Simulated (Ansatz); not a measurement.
Geometry optimisation, Ansatz 0.2.0, RKS PBE/def2-SVP.

Input:

```yaml
crystal:
  periodic: [false, false, false]
  atoms:
    - { symbol: B, position_ang: [0.284966, -0.198263, -0.426234] }
    - { symbol: H, position_ang: [0.372101, 1.106968, 1.658956] }
    - { symbol: O, position_ang: [0.5258, 0.971209, -1.118974] }
    - { symbol: O, position_ang: [1.345106, -1.000283, -0.072419] }
    - { symbol: H, position_ang: [-0.212653, 0.715356, 1.605791] }
    - { symbol: "N", position_ang: [-1.073103, -0.675571, -0.046884] }
    - { symbol: H, position_ang: [-0.279343, 1.477145, -1.313626] }
    - { symbol: H, position_ang: [2.182605, -0.59779, -0.356578] }
    - { symbol: H, position_ang: [-1.937469, -0.191952, -0.279437] }
    - { symbol: H, position_ang: [-1.207909, -1.606717, 0.349406] }
basis:
  gaussian: { orbitals: def2-SVP }
hamiltonian:
  xc: pbe
relax:
  f_tol: 0.03
  max_steps: 50
output:
  orbitals: {}
```

Run as:

```bash
$ ansatz run input.yaml --threads 2 --pin off --max-ram 3072MiB --backend cpu --events-out ev --progress --plain --runs-dir out
```

Problem. Where does it end, and by what steps?

Solution. The forces met the threshold. After 14 steps the energy has fallen by 0.321 eV; H2 moved furthest, 1.50 Å.

| step | energy less start (eV) | largest force component (eV/Å) | accepted |
| --- | --- | --- | --- |
| 0 | 0.0000 | 2.205 | yes |
| 1 | -0.1997 | 0.827 | yes |
| 2 | -0.2501 | 0.301 | yes |
| 3 | -0.2746 | 0.163 | yes |
| 4 | -0.2880 | 0.058 | yes |
| 5 | -0.3006 | 0.073 | yes |
| 6 | -0.2901 | 0.740 | no |
| 7 | -0.3057 | 0.053 | yes |
| 8 | -0.3093 | 0.128 | yes |
| 9 | -0.3138 | 0.178 | yes |
| 10 | -0.3168 | 0.183 | yes |
| 11 | -0.3186 | 0.105 | yes |
| 12 | -0.3201 | 0.084 | yes |
| 13 | -0.3205 | 0.040 | yes |
| 14 | -0.3206 | 0.005 | yes |

```xyz
10
Properties=species:S:1:pos:R:3
B 0.402 -0.340 -0.713
H -0.596 1.415 2.766
O 0.612 0.737 -1.562
O 1.406 -1.279 -0.595
H -0.559 0.960 2.143
N -0.784 -0.523 0.061
H -0.115 1.380 -1.552
H 2.177 -1.008 -1.123
H -1.637 0.019 -0.051
H -0.907 -1.361 0.628
```

Whether the end is a true minimum wasn't checked by a vibrational analysis.

Time of the run: 16 s on 2 threads of Intel(R) Xeon(R) Platinum 8375C CPU @ 2.90GHz (Ice Lake) (shared host), peak memory 0.14 GiB.
